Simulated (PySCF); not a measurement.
# How the method moves the HOMO and LUMO of `C#CC(=C)O[SiH2]F`

Compound: C4H5FOSi.
Geometry (PBE0-D3(BJ)/def2-SVP, Å), atoms numbered from 1 in this order:
```
atom  x, y, z in Å
C1     2.0033    1.5912    0.6621
C2     1.1836    0.7732    0.3052
C3     0.2154   -0.1945   -0.1205
C4     0.5703   -1.3309   -0.7460
O5    -1.0586    0.1581    0.1702
Si6   -2.4681   -0.6395   -0.2205
F7    -3.6499    0.2950    0.3495
H8     2.7281    2.3189    0.9783
H9     1.6212   -1.5389   -0.9432
H10   -0.1684   -2.0693   -1.0674
H11   -2.6063   -0.7452   -1.6945
H12   -2.5289   -1.9533    0.4666
```

Basis pcSseg-1 throughout (PySCF), one geometry. The structure is a single PBE0-D3(BJ)/def2-SVP conformer in the gas phase; no vibrational or solvent corrections.

How do the orbital energies, the gap and the dipole change with the method?

| method | kind | HOMO (eV) | LUMO (eV) | gap (eV) | μ (D) | SCF cycles |
| --- | --- | --- | --- | --- | --- | --- |
| OPBE | GGA | -5.95 | -1.75 | 4.20 | 1.75 | 18 |
| KT3 | GGA | -5.97 | -1.78 | 4.19 | 1.75 | 18 |
| KT2 | GGA | -6.00 | -1.83 | 4.17 | 1.77 | 18 |
| BP86 | GGA | -6.10 | -1.97 | 4.14 | 1.76 | 17 |
| B97-2 | global hybrid | -6.86 | -1.00 | 5.86 | 1.96 | 15 |
| PBE0 | global hybrid | -7.11 | -0.96 | 6.15 | 1.97 | 15 |
| mPW1PW91 | global hybrid | -7.14 | -0.98 | 6.16 | 2.00 | 14 |
| LC-wPBE | range-separated hybrid | -9.73 | 1.26 | 10.99 | 2.03 | 14 |

The HOMO spans 3.78 eV, from OPBE down to LC-wPBE, and the gap runs from 4.14 eV (BP86) to 10.99 eV (LC-wPBE). Over the methods OPBE (0 %), KT3 (0 %), KT2 (0 %), BP86 (0 %), B97-2 (21 %), PBE0 (25 %), mPW1PW91 (25 %), a straight line through the gap against the share of exact exchange rises by 0.80 eV for each 10 % (correlation coefficient 1.000). The dipole ranges from 1.75 D (OPBE) to 2.03 D (LC-wPBE). This basis has no diffuse functions.
